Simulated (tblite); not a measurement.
C₇H₈NO (doublet state).
Structure used (GFN2-xTB), in Å, numbered top down from 1:
```
atom  x, y, z in Å
N1    -3.2723    2.9316   -0.0628
C2    -2.7944    1.8950   -0.0396
C3    -2.2029    0.5741   -0.0020
O4    -0.8125    0.6714   -0.2424
C5    -0.1621   -0.5558   -0.1658
C6     0.2123   -1.1209    1.1877
C7     1.2582   -0.5540    0.2785
C8     2.5529   -0.8539   -0.2350
C9     2.3411    0.4859    0.3460
H10   -2.4041    0.1301    0.9873
H11   -2.6904   -0.0505   -0.7709
H12   -0.4588   -1.2605   -0.9442
H13   -0.0398   -0.5335    2.0597
H14    0.1671   -2.1901    1.3348
H15    3.2632   -1.6336   -0.0765
H16    2.2487    1.3359   -0.3181
H17    2.7867    0.7408    1.3028
```

Computed values, GFN2-xTB/tblite, gas phase, harmonic and unscaled. Against measured fundamentals such values can be off by several per cent, at times by over 20. One conformer, not necessarily the lowest. Open shells enter through the occupations alone, without spin polarisation, and single modes of such species can be off by tens of per cent.

Harmonic wavenumbers (cm⁻¹): 41.3, 73.2, 89.3, 177.0, 218.6, 263.0, 326.5, 371.2, 420.6, 458.0, 532.5, 568.1, 682.0, 843.1, 864.4, 908.8, 927.6, 950.6, 971.8, 992.4, 1001.8, 1012.3, 1034.7, 1042.8, 1055.9, 1077.5, 1114.6, 1133.0, 1171.6, 1213.5, 1287.8, 1315.9, 1410.4, 1426.9, 1427.4, 1590.8, 2416.9, 2819.8, 2852.0, 2934.8, 2997.7, 3042.9, 3067.9, 3084.6, 3176.5.

A = 4771, B = 776.3, C = 715.8 MHz; mass 122.061 u (most abundant isotopes); point group C1, symmetry number 1; spin multiplicity 2.

**Question.** Zero-point energy?

**Answer.** Half the sum of the wavenumbers: 28195 cm⁻¹ = 337.29 kJ/mol.

**Question.** What is S at 298.15 K and 1 bar for an ideal gas of classical rigid rotors and harmonic oscillators?

**Answer.** Translation 168.78, rotation 122.11, vibration 108.98, spin (R ln 2) 5.76: S = 405.6 J/(mol K).

**Question.** And Cp and H(298.15 K) − H(0)?

**Answer.** Cp = 147.60 J/(mol K), of which vibrations give 114.34 (their classical limit is 45 R = 374.2); H(298.15 K) − H(0) = 26.82 kJ/mol without the zero-point energy, 16.90 from vibrations.

**Question.** Blend soft modes into free rotors: weight 1/[1 + (100 cm⁻¹/ν̃)⁴] for the oscillator and the rest for a rotor with moment μB/(μ + B), μ = h/(8π²ν), B = 10⁻⁴⁴ kg m². What vibrational entropy results?

**Answer.** 98.35 J/(mol K) in place of 108.98, which changes −T·S at 298.15 K by +3.17 kJ/mol.

**Question.** How do the functions run with temperature in this model?

**Answer.** 
```tsv
T (K)	S (J/(mol K))	Cp (J/(mol K))	H − H(0) (kJ/mol)	G − H(0) (kJ/mol)	ln q(vib)
150	326.8	90.2	9.33	-39.68	2.89
250	381.4	127.9	20.19	-75.17	5.19
400	454.7	187.5	43.93	-137.95	8.63
600	542.8	246.8	87.78	-237.90	13.21
900	654.1	300.8	170.66	-418.01	19.76
```

q(vib) and H(0) count from the zero-point level.

**Question.** Which modes carry the vibrational entropy at 298.15 K?

**Answer.** 41.3 cm⁻¹: 21.74; 73.2 cm⁻¹: 17.01; 89.3 cm⁻¹: 15.38; 177.0 cm⁻¹: 9.87; 218.6 cm⁻¹: 8.25; 263.0 cm⁻¹: 6.87 J/(mol K); the other 39 give 29.87 together.

**Question.** What must be added to the electronic energy to get the Gibbs energy at 298.15 K and 1 bar?

**Answer.** ZPE + [H(298.15 K) − H(0)] − T·S = 337.29 + 26.82 − 120.94 = 243.17 kJ/mol.

Hindered rotation and anharmonicity are outside this model. Other conformers, if any are populated, would add a mixing term that is left out. The structure is chiral; the term R ln 2 for an equal mix with its mirror image is left out.
